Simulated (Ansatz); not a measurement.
Input file for Ansatz (a first-principles code): U-CCSD(T)/cc-pVDZ on FGeH (SMILES [F][GeH]), a point of a bond scan (R = 1.776 Å). The run froze 15 orbitals, filled d shells among them.

Ansatz 0.2 input:
```yaml
crystal:
  periodic: [false, false, false]
  atoms:
    - {symbol: Ge, position_ang: [-0.11370409, -0.22690637, 0.28076938]}
    - {symbol: H, position_ang: [-1.07159693, -1.13611608, -0.90716970]}
    - {symbol: F, position_ang: [0.51367187, 0.92382939, -0.90949390]}
basis:
  gaussian:
    orbitals: cc-pVDZ
correlation: {method: ccsd_t, electrons: outside_noble_gas}
scf: {omitted_lower_state_checks: [cluster_reference]}
magnetization: {spin_polarized: true, initial_magnetization: 0}
```

Task: Give the final energy of this run.

Result: -2175.6453 hartree (reference determinant -2175.3517, T1 diagnostic 0.019).
